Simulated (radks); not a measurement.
Pm+, configuration [Kr] 4d10 4f5 5s1 5p6 6s2 (not the ground configuration). Method: scalar-relativistic Kohn-Sham, BLYP, spin-polarised, spherical densities, finite nucleus; open shells are filled with parallel spins first (spin-orbit coupling, left out, can overturn this in heavy ions); Fermi nuclear charge, rms radius 4.962 fm; computed with a radial shooting solver on a logarithmic mesh with Libxc functionals.

Normalised radial functions P(r) = r R(r), r in bohr:

```
   r/bohr * 4d down, o 5s up, + 5p down (the largest magnitude, 1.33, reaches the edge; | marks zero, & curves that meet)
 0.001763                             &o
  0.00239                             & o
 0.003239                             & o
 0.004389                             & o
 0.005949                             &  o
 0.008062                             *+ o
  0.01093                             *+ o
  0.01481                             *+ o
  0.02007                             * &
   0.0272                             o* +
  0.03686                           o | * +
  0.04996                         o   |   &
  0.06771                        o    |   +  *
  0.09176                          o  |+         *
   0.1244                          +  | o            *
   0.1685                       +     |      o       *
   0.2284                        +    |     o  *
   0.3096                         * o |+
   0.4195          *        o         |       +
   0.5686  *                  o       |       +
   0.7706     *                      +|    o
    1.044               *+            |                 o
    1.415           +           *     |                   o
    1.918              +             *|            o
      2.6                     +       *    o
    3.523                          +  *o
    4.775                            +&
    6.472                             &
    8.771                             &
    11.89                             &
```

4d down: eigenvalue -131.59 eV, 1 radial node at r = 0.285 bohr, <r> = 0.689 bohr, 90 % of the charge inside 1.04 bohr. 5s up: eigenvalue -53.977 eV, 4 radial nodes at r = 0.0284, 0.112, 0.295, 0.701 bohr, <r> = 1.41 bohr, 90 % of the charge inside 2.03 bohr. 5p down: eigenvalue -31.466 eV, 3 radial nodes at r = 0.100, 0.297, 0.752 bohr, <r> = 1.67 bohr, 90 % of the charge inside 2.45 bohr.
